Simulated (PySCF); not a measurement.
C2H5FOSi2, SMILES C1(=O)C[SiH2][Si@@H]1F. Atoms are numbered in the order given.

```xyz
11

O     -1.7455     1.6668    -0.2377
C     -0.8926     0.8213    -0.3220
C      0.1288     0.6734    -1.4662
Si     1.6356     0.0044    -0.4604
Si    -0.1517    -0.4397     1.0117
F     -0.7692    -1.9480     0.8668
H     -0.2087    -0.1712    -2.0990
H      0.2073     1.5722    -2.0969
H      2.5618     1.0833    -0.0166
H      2.3756    -1.1015    -1.1237
H     -0.2409    -0.0585     2.4477
```
Charge 0, spin multiplicity 1.

Coordinates come from a B3LYP-D3(BJ)/def2-SVP optimisation. The structure was generated by enumeration; whether it is a known compound was not checked.

Computed with PBE/def2-TZVP run with PySCF.

The molecule is in vacuum.

Q: Estimate the frontier levels, gap, dipole moment and polarisability. (The exact figures need the calculation; the answer reports its results.)

A: 
```json
{
 "highest_occupied_level": "-5.54 eV",
 "lowest_empty_level": "-3.14 eV",
 "orbital_gap": "2.40 eV",
 "dipole_moment": "2.31 D",
 "quadrupole, principal values (traceless, Buckingham form, about the centre of nuclear charge)": "-8.31, 0.42, 7.90 D·Å",
 "mean_static_polarisability": "81.9 bohr³ (12.13 Å³)",
 "polarisability_principal_values": "64.2, 85.9, 95.4 bohr³"
}
```
